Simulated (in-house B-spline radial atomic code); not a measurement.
Settings and results of a run for Se2+. Method: non-relativistic B97-1, spin-polarised, spherical fractional occupations, point nucleus. Calculated with a radial B-spline atomic code at the basis-set limit.

Command:
```bash
python run_scf.py task.json out
```
Settings:
```
Z                34
configuration    [Ar] 3d10 4s2 4p2
hamiltonian      nr
method           b97_1
spin_polarised   True
```

Output (hartree, bohr):
```
 radial grid: 54 intervals, B-splines of order 8, outer radius 38.5185 bohr

 iter        energy (Eh)    residual
    1       -2399.008786    4.35e-01
    2       -2399.561798    1.89e-01
    3       -2400.247994    1.70e-02
    4       -2400.249334    7.28e-03
    5       -2400.249614    7.63e-04
    6       -2400.249618    5.82e-05
    7       -2400.249618    3.41e-05
    8       -2400.249618    5.75e-06
    9       -2400.249618    4.86e-07
   10       -2400.249618    3.12e-08

 total energy                     -2400.24962
 kinetic                            2398.7146
 electron-nucleus                  -5714.3414
 Hartree                            1001.7246
 exact exchange                      -17.7943
 exchange-correlation                -68.5532

 orbital      occ     eigenvalue          <r>       <r^2>       <1/r>     <1/r^3>       r_max
 1s up      1.000      -454.7344     0.044991  0.00271099     33.4994           -     0.02971
 1s down    1.000      -454.7288    0.0449905  0.00271094     33.4996           -     0.02971
 2s up      1.000       -58.9402     0.199885   0.0470394     7.40945           -      0.1681
 2s down    1.000       -58.9366     0.199879   0.0470357     7.40949           -      0.1681
 2p up      3.000       -52.9679      0.17281   0.0364989     7.37938     1148.21      0.1333
 2p down    3.000       -52.9616     0.172816   0.0365009     7.37906     1148.07      0.1334
 3s up      1.000        -8.6985     0.584202    0.392622     2.42846           -      0.5117
 3s down    1.000        -8.6916     0.584192    0.392486     2.42773           -      0.5118
 3p up      3.000        -6.6333     0.593641     0.41307     2.31196     161.481      0.5047
 3p down    3.000        -6.6243     0.593637    0.412869     2.31112     161.298      0.5049
 3d up      5.000        -2.9818     0.625359    0.487317     2.04056     20.0213      0.4519
 3d down    5.000        -2.9732     0.622723    0.481793     2.04492     20.0905      0.4519
 4s up      1.000        -1.4500       1.7207     3.35121    0.760775           -       1.509
 4s down    1.000        -1.3481      1.73814       3.437    0.757913           -       1.495
 4p up      2.000        -0.9804      1.98512     4.49722    0.652011     13.9911       1.709
```

Cost of the run: 0.28 s on 1 thread of Arm Neoverse V1, with other jobs on the host.

Caution: exact exchange at fractional occupations of open shells leaves self-interaction of up to several eV.
